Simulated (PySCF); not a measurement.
C₂H₈FNOSi. Atoms are numbered in the order given.

```xyz
14

Si     0.5506    -0.5965     0.2847
O      1.0719    -1.3423    -1.0910
F      1.6756     0.3968     0.9080
N     -0.7901     0.4166    -0.0604
C     -1.0756     1.6152     0.6899
C     -1.8472    -0.0139    -0.9416
H      0.3782    -1.6936     1.2626
H      1.1952    -0.7722    -1.8568
H     -1.2793     2.4662     0.0132
H     -1.9589     1.4997     1.3482
H     -0.2144     1.8888     1.3147
H     -1.5446    -0.9163    -1.4936
H     -2.7840    -0.2467    -0.3982
H     -2.0879     0.7674    -1.6874
```
Charge 0, spin multiplicity 1.

Coordinates come from a PBE0-D3(BJ)/def2-SVP optimisation. Other conformers were not sampled.

Computed with TDDFT-B3LYP/def2-SVPD (PySCF).

Vertical excitations. Gas-phase values at a fixed geometry.

Computed UV-visible absorptions:
```
state  energy (eV)  λ (nm)      f                          main pairs
-----  -----------  ------  -----  ----------------------------------
S1            5.68     218  0.008                      HOMO→LUMO 97 %
S2            6.16     201  0.020                    HOMO→LUMO+1 91 %
S3            6.40     194  0.044                    HOMO→LUMO+2 91 %
S4            7.14     174  0.060                    HOMO→LUMO+3 98 %
S5            7.35     169  0.029                    HOMO→LUMO+4 86 %
S6            7.51     165  0.047                    HOMO→LUMO+5 86 %
S7            7.58     164  0.027                    HOMO→LUMO+6 98 %
S8            7.92     157  0.034                    HOMO→LUMO+7 97 %
S9            8.15     152  0.012                    HOMO→LUMO+8 95 %
S10           8.28     150  0.031  HOMO−1→LUMO 77 %, HOMO−2→LUMO 15 %
T1            5.56     223      0                      HOMO→LUMO 97 %
T2            6.02     206      0                    HOMO→LUMO+1 95 %
T3            6.21     200      0                    HOMO→LUMO+2 95 %
T4            6.74     184      0  HOMO→LUMO+3 70 %, HOMO→LUMO+4 17 %
```
Triplets are in the Tamm–Dancoff approximation, which puts them higher than full response would, so one can lie above its singlet here.
